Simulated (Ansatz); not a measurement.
Al2Te2 was relaxed with B3LYP-D4 (def2-SVP) in Ansatz in these states: neutral quintet, neutral triplet. The geometries follow in no particular order.

In the def2 sets Te takes a core potential; there is no spin–orbit coupling.

A:

Cartesian coordinates in Å:
```
Al -1.260 0.078 -1.136
Al 1.259 -0.079 1.137
Te 0.534 -1.840 -0.718
Te -0.533 1.840 0.717
```

B:

```xyz
4

Al    0.7002    1.3164    0.4105
Al   -0.6998   -1.3167   -0.4104
Te   -0.8038   -0.1841    1.9613
Te    0.8034    0.1844   -1.9615
```

**Question.** Judge from the bond lengths which geometry belongs to which state (an estimate).

**Answer.** A is the neutral quintet (Al2–Te3 2.659 Å, Al2–Te4 2.659 Å, Al1–Te3 2.659 Å); B is the neutral triplet (Al2–Te3 2.630 Å, Al2–Te4 2.630 Å, Al1–Te3 2.630 Å).

At PBE0-D4/def2-TZVP a broken-symmetry singlet lies 3.22 eV below the neutral quintet. At PBE0-D4/def2-TZVP a broken-symmetry singlet lies 0.37 eV below the neutral triplet. These are the stationary points nearest to one start from a short search; other shapes may lie lower in each state.
